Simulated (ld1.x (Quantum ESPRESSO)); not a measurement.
## Transferability test, PAW potential for iron

ld1.x (Quantum ESPRESSO) 7.5 input, shortened:

```
&input
   title='Fe', zed=26., rel=1, dft='PBESOL', iswitch=3,
   config='[Ar] 3d6 4s1.5 4p0.5'
 /
 &inputp
   pseudotype=3, lpaw=.true., tm=.true., lloc=-2, rcloc=1.05,
   nlcc=.true., new_core_ps=.true., rcore=1.35,
   which_augfun='BESSEL', rmatch_augfun=0.85
 /
6
3S  1  0   2.00   0.00  1.15  1.35  0.0
4S  2  0   1.50   0.00  1.15  1.35  0.0
3P  2  1   6.00   0.00  1.20  1.40  0.0
4P  3  1   0.50   0.00  1.20  1.40  0.0
3D  3  2   6.00   0.00  1.05  1.45  0.0
3D  3  2   0.00  -0.05  1.05  1.45  0.0
 &test
   configts(1)='3s2 3p6 3d6 4s1.5 4p0.5'
 /
```

Energies are relative to the spin-unpolarised reference configuration 3s2 3p6 3d6 4s1.5 4p0.5; without spin polarisation the order of configurations can differ from experiment.

Problem. Give the all-electron excitation energy and the error of the potential for: 3s2 3p6 3d6 4s2 4p0; 3s2 3p6 3d6 4s1 4p0; 3s2 3p6 3d6 4s0 4p0; 3s2 3p6 3d6 4s0 4p2; 3s2 3p6 3d6.5 4s1.5 4p0; 3s2 3p6 3d6 4s1.5 4p0; 3s2 3p6 3d4 4s0 4p0.

Solution.

```
  valence configuration  charge  ΔE all-electron (eV)  error AE − PS (meV)
    3s2 3p6 3d6 4s2 4p0       0                -2.037                 +0.2
    3s2 3p6 3d6 4s1 4p0      +1                 6.708                 -0.6
    3s2 3p6 3d6 4s0 4p0      +2                22.824                 -1.9
    3s2 3p6 3d6 4s0 4p2       0                 6.453                 -0.5
3s2 3p6 3d6.5 4s1.5 4p0       0                -2.768                 -0.1
  3s2 3p6 3d6 4s1.5 4p0    +0.5                 1.457                 -0.1
    3s2 3p6 3d4 4s0 4p0      +4               110.061                 +7.1
```

Levels in the configuration 3s2 3p6 3d6 4s1 4p0:

```tsv
level	all-electron (eV)	pseudo (eV)
3s	-102.298	-102.297
3p	-68.469	-68.469
3d	-15.984	-15.984
4s	-12.326	-12.326
```
